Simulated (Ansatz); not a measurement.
Reaction (SMILES): CNB(C)C [N-dimethylboranylmethanamine] -> C[B]NC + [CH3] (CH3) (the B-C bond at the site shown breaks; other sites are not compared here)
Each molecule is optimised on its own at B3LYP-D3(BJ)/def2-TZVP (Ansatz, a program for electronic structure), one conformer each, not searched for the lowest.

Quantity: bond dissociation energy (electronic energy difference), in kcal/mol. Cores are frozen in the correlated levels unless marked. UHF or UKS for open shells. Spin-orbit coupling is left out. Non-relativistic. CBS(X,Y): correlation extrapolated as X^-3; Hartree-Fock from the larger set.

```json
[
 {"level": "r2SCAN-D3(BJ)/def2-TZVPD", "program": "Ansatz + dftd3", "bond dissociation energy (kcal/mol)": "98.9"},
 {"level": "HSE06-D4/def2-TZVPD", "program": "Ansatz + dftd4", "bond dissociation energy (kcal/mol)": "104.1"},
 {"level": "SCS-MP2/6-31G", "program": "Ansatz", "bond dissociation energy (kcal/mol)": "98.6"},
 {"level": "CCSD/6-31G", "program": "Ansatz", "bond dissociation energy (kcal/mol)": "96.6"},
 {"level": "CCSD/cc-pVTZ", "program": "Ansatz", "bond dissociation energy (kcal/mol)": "?"},
 {"level": "CCSD(T)/CBS(cc-pVTZ,cc-pVQZ)", "program": "Ansatz", "bond dissociation energy (kcal/mol)": "?"}
]
```

Problem. Some entries are withheld; supply them.

Solution. 
- CCSD/cc-pVTZ, bond dissociation energy (kcal/mol): 103.5
- CCSD(T)/CBS(cc-pVTZ,cc-pVQZ), bond dissociation energy (kcal/mol): 107.1
